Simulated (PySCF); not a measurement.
Isomers of C6H12ClFO, one conformer each; single-point electronic energies without zero-point terms and without any empirical dispersion term.

Level: PBE0/pcSseg-1 in PySCF, non-relativistic, each on one gas-phase PBE0-D3(BJ)/def2-SVP geometry that isn't relaxed in the solvent. The solvent is an IEF-PCM continuum (van der Waals radii × 1.2). Specific hydrogen bonds and non-electrostatic terms are outside this model.

| isomer | relative energy, gas (kcal/mol) | dipole (D) |
| --- | --- | --- |
| `[C@@H](F)(C)CC[C@@H](Cl)CO` | 0.0 | 1.96 |
| `CC(C)O[C@@H](C)[C@@H](F)Cl` | 6.8 | 1.67 |
| `CC(C)O[C@@H](C)[C@H](F)Cl` | 7.3 | 1.92 |
| `CC[C@@H](COC)[C@H](F)Cl` | 12.7 | 2.97 |
| `F[C@H]([C@@H](CC)COC)Cl` | 13.0 | 3.13 |
| `CO[C@](C)(CF)CCCl` | 14.6 | 1.83 |

Problem. How do the relative energies look in chloroform (ε = 4.711)?

Solution. 
| isomer | relative energy, solvent (kcal/mol) | E(solvent) − E(gas) (kcal/mol) | dipole in solvent (D) |
| --- | --- | --- | --- |
| `[C@@H](F)(C)CC[C@@H](Cl)CO` | 0.0 | -5.0 | 2.18 |
| `CC(C)O[C@@H](C)[C@@H](F)Cl` | 8.8 | -3.0 | 1.90 |
| `CC(C)O[C@@H](C)[C@H](F)Cl` | 9.3 | -3.0 | 2.22 |
| `CC[C@@H](COC)[C@H](F)Cl` | 14.7 | -3.0 | 3.49 |
| `F[C@H]([C@@H](CC)COC)Cl` | 15.0 | -3.1 | 3.68 |
| `CO[C@](C)(CF)CCCl` | 15.6 | -4.0 | 2.14 |

The order is unchanged. Conformers: `[CH3:1][C@@H:2]([F:3])[CH2:4][CH2:5][C@@H:6]([Cl:7])[CH2:8][OH:9]` with C1–C2–C4–C5 -178°, C2–C4–C5–C6 177°, C4–C5–C6–Cl7 62°, C5–C6–C8–O9 179°, C6–C8–O9–H 54°; `[CH3:1][CH:2]([CH3:3])[O:4][C@@H:5]([CH3:6])[C@@H:7]([F:8])[Cl:9]` with C1–C2–O4–C5 154°, C2–O4–C5–C6 141°, O4–C5–C7–F8 58°; `[CH3:1][CH:2]([CH3:3])[O:4][C@@H:5]([CH3:6])[C@H:7]([F:8])[Cl:9]` with C1–C2–O4–C5 158°, C2–O4–C5–C6 130°, O4–C5–C7–F8 -176°; `[CH3:1][CH2:2][C@@H:3]([CH2:4][O:5][CH3:6])[C@H:7]([F:8])[Cl:9]` with C1–C2–C3–C4 69°, C2–C3–C4–O5 -178°, C3–C4–O5–C6 -177°, C2–C3–C7–F8 59°; `[CH3:1][CH2:2][C@@H:3]([CH2:4][O:5][CH3:6])[C@@H:7]([F:8])[Cl:9]` with C1–C2–C3–C4 68°, C2–C3–C4–O5 -177°, C3–C4–O5–C6 179°, C2–C3–C7–F8 -55°; `[CH3:1][O:2][C@:3]([CH3:4])([CH2:5][F:6])[CH2:7][CH2:8][Cl:9]` with C1–O2–C3–C4 58°, O2–C3–C5–F6 77°, O2–C3–C7–C8 -54°, C3–C7–C8–Cl9 177°. `[C@@H](F)(C)CC[C@@H](Cl)CO` gains most from the continuum, while `F[C@H]([C@@H](CC)COC)Cl` has the largest gas-phase dipole. The gains span 2.0 kcal/mol, the gas-phase energies 14.6 kcal/mol.
